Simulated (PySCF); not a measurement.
## How methods differ on the ionisation energy of Ta²⁺

Ta²⁺ [Xe] 4f14 5d3 (4F) → Ta³⁺ [Xe] 4f14 5d2 (3F), as a difference of total energies. All numbers are calculated (PySCF 2.14, the spin-free X2C one-electron Hamiltonian (Gaussian nucleus), in x2c-TZVPPall with one added diffuse shell each of s, p, d, f type (12s8p8d4f1g, 113 functions)). Correlated levels: valence: [Xe] 4f14 frozen. The calculations carry no spin-orbit coupling.

| method | ionisation energy (eV) |
| --- | --- |
| UHF | 23.110 |
| LDA | 24.538 |
| PBE | 24.312 |
| PBE0 | 24.211 |
| r2SCAN | 24.211 |
| MP2 (valence) | 23.361 |
| SCS-MP2 (valence) | 23.194 |

How much does correlation contribute at MP2 (valence)?

23.361 − (23.110) = 0.251 eV, measured against UHF.

A first-order spin-orbit estimate (lowest level to lowest level, LS coupling) adds -0.086 eV.

Errors of the correlated levels include the incompleteness of this basis and the frozen core.

For comparison: 23.1 ± 1.6 eV (theoretical estimate listed by NIST; NIST Atomic Spectra Database, ionization energies).
